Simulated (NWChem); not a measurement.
Molecule: arsenic trifluoride (AsF3); SMILES F[As](F)F

```xyz
4

F     -1.4566    -0.3932    -0.5050
As     0.0000     0.0000     0.3839
F      1.0688    -1.0648    -0.5050
F      0.3878     1.4580    -0.5050
```
Atoms are numbered in this order, from 1.

Program: NWChem. Pople sets run with spherical d functions. STO-3G and 3-21G are far too small for this property and stand as cheap habits. All runs use the structure optimised with PBE-D3(BJ)/def2-SVP. Field at 589 nm.

| level | isotropic polarisability (bohr³) | anisotropy (bohr³) |
|---|---|---|
| B3LYP/STO-3G | 13.5 | 8.0 |
| B3LYP/6-31G* | ? | 4.7 |
| B3LYP/def2-SVP | 23.5 | 4.7 |
| B3LYP/def2-SVPD | 31.4 | 4.1 |
| B3LYP/aug-cc-pVDZ | 31.1 | 4.1 |

Some entries are withheld; supply them.


- B3LYP/6-31G*, isotropic polarisability (bohr³): 24.6
